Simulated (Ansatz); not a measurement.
Input file for Ansatz (a quantum-chemistry and plane-wave program): R-CCSD(T)/aug-cc-pVDZ on HF (SMILES F).

Ansatz 0.2 input:
```yaml
crystal:
  periodic: [false, false, false]
  atoms:
    - {symbol: F, position_ang: [0.53604699, 0.01968501, 0.24787363]}
    - {symbol: H, position_ang: [0.65458952, 0.24954340, 1.14775097]}
basis:
  gaussian:
    orbitals: aug-cc-pVDZ
magnetization: {spin_polarized: false}
correlation: {method: ccsd_t, electrons: outside_noble_gas}
scf: {lower_state_search: off}
```

Output:

```
WARN ansatz: RAYON_NUM_THREADS=1 ignored (pool sized by the plan → 1); use --threads N
Functional definition: HF
these checks for a lower state are left out or cut short: stability, starts, cluster_reference, orbital_swaps, neighbouring_geometries, increment
integrals: 0.00 GiB planned
292 factors; integrals over basis functions are off by at most 1.2e-3 eV
mean field: 0.04 GiB planned
mean field evaluation 1: about -2721.0408 eV, gradient 2.4e1 eV
mean field evaluation 2: about -2721.0407 eV, gradient 2.4e1 eV
mean field evaluation 4: about -2722.0120 eV, gradient 1.2e0 eV
mean field evaluation 8: about -2722.0169 eV, gradient 4.8e-5 eV
mean field -2722.01686763 eV, -100.0322748362 hartree, gradient 9.9e-7 eV, S^2 0.000000; 0 other end points of the search recorded, 0 dependent functions left out
1 core orbitals not correlated
reference -2722.01686763 eV, -100.0322748362 hartree; 4, 4 occupied and 27, 27 virtual orbitals, 292 factors
second order -6.07874927 eV of doubles, -0.00000000 eV of singles
coupled cluster: 0.05 GiB planned
cycle   1  -6.04002497 eV  change    3.9e-2 eV  update   5.3e-2
cycle   2  -6.14964426 eV  change   -1.1e-1 eV  update   1.3e-2
cycle   3  -6.18014499 eV  change   -3.1e-2 eV  update   6.6e-3
cycle   4  -6.17709531 eV  change    3.0e-3 eV  update   8.4e-4
cycle   5  -6.17666157 eV  change    4.3e-4 eV  update   2.3e-4
cycle   6  -6.17673161 eV  change   -7.0e-5 eV  update   6.2e-5
cycle   7  -6.17671361 eV  change    1.8e-5 eV  update   1.7e-5
cycle   8  -6.17670502 eV  change    8.6e-6 eV  update   4.6e-6
perturbative correction -0.11483311 eV, -0.0042200388 hartree
Total energy: -2728.30840576 eV, -100.2634845979 hartree
Checks for a lower state left out: stability, starts, cluster_reference, orbital_swaps, neighbouring_geometries, increment
```

The run converged.

Cost: about 0.14 core-seconds (a rough figure).
